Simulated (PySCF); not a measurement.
BFHO, SMILES [OH+]=BF, charge +1. Atoms are numbered in the order given.

```xyz
4

O      0.0000     0.0000     1.1884
B      0.0000     0.0000    -0.0338
F      0.0000     0.0000    -1.2772
H      0.0000     0.0000     2.1565
```
Charge +1, spin multiplicity 1.

Geometry: B3LYP-D3(BJ)/def2-TZVP. The geometry has at least one imaginary mode, so it is a saddle point at that level. The isomer is the one that the SMILES or the coordinates give; other isomers of the formula were not compared.

These are PBE/pcSseg-2 in PySCF values and carry that method's errors.

GIAO shieldings, no solvent; atoms alike by connectivity are averaged. δ = σ(ref) − σ: ¹⁷O against H2O (σ = 327.5 ppm); ¹¹B against BF3 (σ = 83.1 ppm); ¹⁹F against CFCl3 (σ = 132.0 ppm); ¹H against TMS (σ = 31.47 ppm), references at their B3LYP-D3(BJ)/def2-TZVP geometries, non-relativistic.

### Question
Estimate the chemical shifts. (The exact figures need the calculation; the answer reports its results.)

### Answer

| nucleus | atoms | count | δ (ppm) |
|---|---|---|---|
| ¹⁷O | O1 | 1 | 41.9 |
| ¹¹B | B2 | 1 | -17.4 |
| ¹⁹F | F3 | 1 | -201.2 |
| ¹H | H4 | 1 | 7.63 |
